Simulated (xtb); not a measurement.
Zr(Cl)3(SH) (Cl₃HSZr), SMILES [Zr]([Cl])([Cl])([Cl])[SH], multiplicity 1. All values are semi-empirical tight-binding results from xtb (GFN2-xTB unless named), good for trends rather than for accurate numbers. The structure is a stationary point at GFN2-xTB. The spin state was assumed, not searched. The structure was generated by enumeration; whether it is a known compound was not checked. One conformer was computed; it need not be the lowest.

For metal compounds this method's bond lengths and energies can be far off.

Computed properties:
- orbital gap = 1.87 eV
- zero-point energy = 6.7 kcal/mol
- G − E(el) at 298.15 K (modified RRHO) = -17.2 kcal/mol
